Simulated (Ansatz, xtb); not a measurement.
## Two isomers of C3H8N2Si

We compare I, `N#CCC[SiH2]N`, a singlet, with II, `CCN[SiH2]C#N`, a singlet. Both are isolated molecules in the gas phase, relaxed with PBE-D3(BJ)/def2-SVP; each stands in its lowest conformer found.

I (Å):

```yaml
atoms:
  - { symbol: C, position_ang: [-0.3763, -1.4220, 0.5743] }
  - { symbol: C, position_ang: [-0.8162, -1.1697, 1.9480] }
  - { symbol: C, position_ang: [-0.9158, 0.3373, 2.2772] }
  - { symbol: N, position_ang: [0.0072, -1.5570, -0.5248] }
  - { symbol: N, position_ang: [0.8844, 1.6317, 0.2995] }
  - { symbol: Si, position_ang: [0.6842, 1.3388, 2.0057] }
  - { symbol: H, position_ang: [-0.0902, -1.6681, 2.6268] }
  - { symbol: H, position_ang: [-1.7894, -1.6846, 2.1011] }
  - { symbol: H, position_ang: [-1.7193, 0.8073, 1.6724] }
  - { symbol: H, position_ang: [-1.2130, 0.4411, 3.3422] }
  - { symbol: H, position_ang: [0.5604, 2.6768, 2.6823] }
  - { symbol: H, position_ang: [1.7843, 0.5699, 2.7157] }
  - { symbol: H, position_ang: [1.5834, 2.3213, 0.0108] }
  - { symbol: H, position_ang: [0.9170, 0.8165, -0.3227] }
```

II (Å):

```xyz
14

C    -0.5053   -1.6780   -1.9773
C    -0.1223   -1.9254   -0.5160
C     0.2461    1.7697   -0.5459
N    -0.6628   -0.9493    0.4303
N     0.2928    2.4853   -1.4762
Si    0.1299    0.5246    0.8642
H    -1.6074   -1.6993   -2.1081
H    -0.0743   -2.4574   -2.6387
H    -0.1444   -0.6892   -2.3261
H    -0.4465   -2.9448   -0.2077
H     0.9847   -1.9208   -0.4116
H    -1.6860   -0.9547    0.4818
H    -0.6551    1.1978    1.9464
H     1.5514    0.2454    1.2470
```

Question: Estimate E(II) − E(I) at the level CCSD(T)/def2-SVP + ΔMP2/def2-TZVPP.

Answer: Not settled: CCSD(T)/def2-SVP + ΔMP2/def2-TZVPP gives E(II) − E(I) = +1.98 kcal/mol, but this leans on the basis-set step: CCSD(T) alone gives −0.40 kcal/mol.

The same difference at several levels:

```csv
level,geometry,E(II) − E(I) (kcal/mol),departure from the last row (kcal/mol),"job, with rough time for the two"
PBE-D3(BJ)/def2-SVP,PBE-D3(BJ)/def2-SVP,+2.28,+0.30,"optimisation, 72 s"
HF/def2-SVP,PBE-D3(BJ)/def2-SVP,−1.34,−3.32,part of the CCSD(T) run
MP2/def2-SVP,PBE-D3(BJ)/def2-SVP,+0.40,−1.58,part of the CCSD(T) run
CCSD(T)/def2-SVP,PBE-D3(BJ)/def2-SVP,−0.40,−2.38,single point
CCSD(T)/def2-SVP + ΔMP2/def2-TZVPP,PBE-D3(BJ)/def2-SVP,+1.98,,"single point, 67 s"
```

As drawn, II has 1 C–N, 1 C–H in place of 1 C–C, 1 N–H.

HF/def2-SVP puts the two in the other order. MP2/def2-SVP, CCSD(T)/def2-SVP find them nearly level. The largest departure from CCSD(T)/def2-SVP + ΔMP2/def2-TZVPP is that of HF/def2-SVP, 3.32 kcal/mol. Levels run at GFN2-xTB geometries aren't shown. The last row adds to CCSD(T) the change of the MP2 difference between the two basis sets, here +2.38 kcal/mol.

With thermal terms from frequencies at re-optimised GFN2-xTB minima (ideal gas, soft modes damped towards free rotors, one conformer each, 298.15 K, 1 atm): on the last row, ΔE + ΔZPE = +2.47, ΔH = +2.61, ΔG = +2.12 kcal/mol.

The correlated steps freeze 10 core orbitals. Codes used: Ansatz 0.2.0, xtb 6.7.1; the last row on 2 threads of Intel(R) Xeon(R) Processor @ 2.70GHz on a shared host.
